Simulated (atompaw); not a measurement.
# Tm: one change to a PAW (atompaw) potential, before and after

atompaw 4.2.0.5 input, output lines left out:

```
Tm 69
GGA-PBE loggrid 2001 logderivrange -6 5 276
6 6 5 4 0 0
6 0 1
6 1 0
5 2 0
4 3 13
0 0 0
c
c
c
c
v
v
c
c
c
v
v
c
c
v
v
3
3.00 2.65 2.80 1.95
n
n
y
0.45
n
y
-0.45
n
custom rrkj gramschmidtortho besselshape
bessel
1.65
2.55
2.70
3.00
3.00
3.00
1.00
1.00
```

All-electron outer shells of the reference configuration (PBE, non-relativistic, ld1.x):

```csv
shell,level (eV),outermost node (bohr),outermost maximum (bohr)
4p,-311.37,0.27,0.50
4d,-179.28,0.24,0.50
5s,-51.14,0.64,1.18
5p,-32.06,0.66,1.30
4f,-13.82,–,0.49
6s,-8.47,1.62,3.37
5d,-7.19,0.72,1.90
6p,-5.53,1.87,4.17
```

Change: reference 4f12 5s2 5p6 5d0 6s0 6p0.

Cutoffs: the cutoffs (Ry, on a coarse ladder) from which the occupation-weighted sum of valence levels, in a spherical-Bessel basis at the reference potential, stays within 10 and 1 mRy of its value at 400 Ry; they do not see the model core or the augmentation charge, which bear on the density cutoff.

Question: What does the change do?

Answer: The range in which the s phases agree narrows (upper end 4.1 → 2.0); the range in which the p phases agree narrows (upper end 4.4 → 2.8); neither file shows a bound ghost.

| quantity | base | changed |
| --- | --- | --- |
| cutoff, loose | 230 Ry | 230 Ry |
| cutoff, tight | over 300 Ry | over 300 Ry |
| bound ghosts | none | none |
| s: phases at 3.01 bohr within 0.05 rad from the reference energy up to (Ry; the scan ends near 5) | 4.1 | 2.0 |
| p: phases at 3.01 bohr within 0.05 rad from the reference energy up to (Ry; the scan ends near 5) | 4.4 | 2.8 |
| d: phases at 3.01 bohr within 0.05 rad from the reference energy up to (Ry; the scan ends near 5) | to the end of the scan | 4.3 |
| f: phases at 3.01 bohr within 0.05 rad from the reference energy up to (Ry; the scan ends near 5) | n/a | n/a |
| lowest overlap eigenvalue by channel | s 0.08, p 0.68, d 0.36, f 1.00 | s 0.44, p 0.65, d 0.82, f 1.00 |

 The cutoffs see the waves, projectors and local potential, not the compensation charge or the core.
